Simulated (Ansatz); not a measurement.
Z-matrix (Å, degrees):
```
Al
Cl 1 2.102
Br 1 2.266 2 118.9
```

The species carries charge 0 and has multiplicity 2.

**Question.** List the B3LYP/def2-TZVPP orbital energies in eV (Ansatz). (Estimate.)

**Answer.** Ansatz gave: α occupied: -13139.26, -2762.53, -1700.92, -1532.61, -1532.57, -1532.56, -1526.45, -257.28, -236.70, -196.29, -196.18, -196.17, -177.54, -177.41, -177.39, -114.27, -74.93, -74.88, -74.82, -71.83, -71.79, -71.78, -71.67, -71.67, -22.45, -21.22, -12.05, -10.34, -9.50, -9.50, -8.69, -8.56, -6.37. α empty: -2.08, 0.05, 0.44, 2.23, 3.36, 3.61, 3.72, 3.89. β occupied: -13139.25, -2762.50, -1700.91, -1532.59, -1532.56, -1532.56, -1526.36, -257.26, -236.69, -196.22, -196.17, -196.15, -177.49, -177.40, -177.37, -114.14, -74.84, -74.75, -74.70, -71.80, -71.77, -71.75, -71.67, -71.67, -22.30, -21.07, -11.72, -10.07, -9.45, -9.36, -8.65, -8.48. β empty: -3.70, -1.45, 0.38, 0.85, 2.36, 3.68, 3.93, 4.03. ⟨S²⟩ = 0.752.

B3LYP here is the variant with VWN-RPA as its local correlation; programs differ in this.
